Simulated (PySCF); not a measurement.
## Electron correlation in Be(2+) (beryllium, charge +2)

1s2, closed-shell 1S. Calculation: PySCF 2.14, in aug-cc-pCVTZ-DK (7s6p4d2f, 59 functions); the spin-free X2C one-electron Hamiltonian (Gaussian nucleus). Frozen: nothing; 2 electrons correlated.

With two correlated electrons CCSD is exact within the correlated space (frozen core and kept virtual orbitals).

| level | correlation energy (mhartree) |
| --- | --- |
| CCSD | -40.84 |

Diagnostics: T1 = 0.00019, D1 = 0.0003, largest double amplitude 0.016.

Cost of the coupled-cluster step: roughly 0.7 core-seconds, for 2 correlated electrons.

Iterations:

```
CC2 = 0
CCSD nocc = 1, nmo = 59
frozen orbitals []
max_cycle = 100
direct = 0
conv_tol = 1e-08
conv_tol_normt = 1e-06
diis_space = 8
diis_start_cycle = 0
Init t2, MP2 energy = -13.651138195035  E_corr(MP2) -0.0376132893658937
Init E_corr(CCSD) = -0.0376132893658937
cycle = 1  E_corr(CCSD) = -0.0404978172655939  dE = -0.0028845279  norm(t1,t2) = 0.00318339
cycle = 2  E_corr(CCSD) = -0.0407985783993852  dE = -0.000300761134  norm(t1,t2) = 0.000395183
cycle = 3  E_corr(CCSD) = -0.0408396699101767  dE = -4.10915108e-05  norm(t1,t2) = 5.72932e-05
cycle = 4  E_corr(CCSD) = -0.0408392193808581  dE = 4.50529319e-07  norm(t1,t2) = 3.15926e-06
cycle = 5  E_corr(CCSD) = -0.0408392066603817  dE = 1.27204764e-08  norm(t1,t2) = 1.17801e-07
cycle = 6  E_corr(CCSD) = -0.0408392072331131  dE = -5.72731432e-10  norm(t1,t2) = 1.33346e-08
CCSD converged
E(CCSD) = -13.65436411290225  E_corr = -0.04083920723311314
```
